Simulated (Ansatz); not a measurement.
`C=CO[SiH2]F` + CH₄ → `C=CO[SiH2]C` + H–F  (formal exchange of groups at the Si–F bond)

Isolated molecules relaxed with PBE0-D4/def2-TZVP in Ansatz; ΔE leaves out vibrations. CCSD(T)/CBS adds triple-zeta CCSD(T) − MP2 to the extrapolated MP2 energy (def2 sets, frozen cores). This one scheme is used for every species. One conformer a species, not always the lowest.

```tsv
species	CCSD(T)/CBS(def2) energy (Eh)
`C=CO[SiH2]F`	-543.23443
CH₄	-40.46206
`C=CO[SiH2]C`	-483.24446
H–F	-100.39570
```

Q: Work out ΔE.

A: ΔE = (-483.24446) + (-100.39570) − (-543.23443) − (-40.46206) = 0.05633 Eh = +147.9 kJ/mol.

Largest T1 diagnostic among the species: 0.012.

The D4 term adds −9.7 kJ/mol with B3LYP and −5.4 kJ/mol with PBE0; it sums over pairs of atoms, weighted by their polarisabilities, and B3LYP, whose exchange is more repulsive, gets the larger term. In def2-TZVPP, CCSD(T) changes the Hartree–Fock value by −26.2 kJ/mol (the triples alone add −3.4 kJ/mol) and MP2 by −26.9 kJ/mol.

B3LYP here is the variant with VWN-RPA as its local correlation; programs differ in this.
